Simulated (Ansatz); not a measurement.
Adding an electron: [Eu(NH3)6]3+ (EuN₆H₁₈³⁺). The state is a septet with charge 3. Geometry: PBE-D4/def2-SVP. Ansatz, gas phase; energy differences of separate SCF runs; the reduced species is a octet (the sextet lies 2.56 eV higher at PBE-D4/def2-TZVP).

Cartesian coordinates in Å:
```
Eu -0.0009 0.0001 0.0006
N -0.4133 -0.4623 2.5275
H -1.4064 -0.5183 2.8208
H -0.0118 0.2578 3.1584
H -0.0044 -1.3495 2.8773
N 0.4229 0.4530 -2.5262
H 1.4159 0.5485 -2.8081
H -0.0195 1.3176 -2.8912
H 0.0608 -0.2897 -3.1542
N -2.2089 1.3698 0.1326
H -3.0664 0.7981 0.0045
H -2.2997 2.1118 -0.5870
H -2.3796 1.8712 1.0246
N 2.2104 -1.3627 -0.1512
H 2.3339 -1.9329 -1.0082
H 2.3499 -2.0436 0.6190
H 3.0682 -0.7794 -0.1192
N -1.1719 -2.2968 -0.3531
H -1.7187 -2.6415 0.4573
H -0.5405 -3.0886 -0.5756
H -1.8572 -2.3042 -1.1323
N 1.1606 2.2991 0.3705
H 1.6215 2.7025 -0.4655
H 1.9162 2.2784 1.0810
H 0.5390 3.0617 0.6975
```

In the def2 sets Eu takes a core potential; there is no spin–orbit coupling. With an open 4f shell the SCF may have ended on a state above the lowest. No other spin state of charge 3 was run.

```tsv
level	−HOMO (eV)	−LUMO (eV)	vertical EA (eV)	HOMO–LUMO gap (eV)
r2SCANh-D4/def2-TZVP	20.32	18.22	14.22	2.10
PBE0-D4/def2-TZVP	21.02	17.43	14.51	3.59
```

Question: Estimate the rows for PBE-D4/def2-TZVP.

Answer: 
| level | −HOMO (eV) | −LUMO (eV) | vertical EA (eV) | HOMO–LUMO gap (eV) | remarks |
| --- | --- | --- | --- | --- | --- |
| PBE-D4/def2-TZVP | 18.93 | 18.55 | 14.39 | 0.38 | spin-contaminated (⟨S²⟩ 12.22) (+3 septet) |

  HOMO and LUMO are the levels of the spin that leaves or enters (xTB has no such levels and no spin-polarisation term). Other spin states of the ions may lie lower, which would lower the ionisation energy or raise the affinity.
